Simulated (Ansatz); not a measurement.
Basis-set series for C2H7GaO, SMILES `C[CH](O)[GaH2]`. Charge 0, multiplicity 1. The structure was optimised at the PBE0-D4/def2-TZVP level. It is one conformer, not always the lowest.

```tsv
functional	basis	functions	energy (Eh)	HOMO (eV)	LUMO (eV)
PBE0-D4	def2-SVP	109	-2079.67514	-6.71	-0.70
PBE0-D4	def2-TZVPP	239	-2080.10145	-6.76	-0.80
ωB97M-V	def2-SVP	109	-2079.91582	-8.93	1.01
ωB97M-V	def2-TZVPP	239	-2080.34926	-9.00	0.85
```

Task: Give the rows for def2-QZVPP. (An estimate is asked.)

Result: Ansatz gave: 
```json
{"functional": "PBE0-D4", "basis": "def2-QZVPP", "functions": "470", "energy (Eh)": "-2080.15403", "HOMO (eV)": "-6.78", "LUMO (eV)": "-0.91"}
{"functional": "ωB97M-V", "basis": "def2-QZVPP", "functions": "470", "energy (Eh)": "-2080.40046", "HOMO (eV)": "-9.01", "LUMO (eV)": "0.53"}
```

Positive LUMOs are unbound and depend on the basis. Scalar relativity is left out up to krypton.
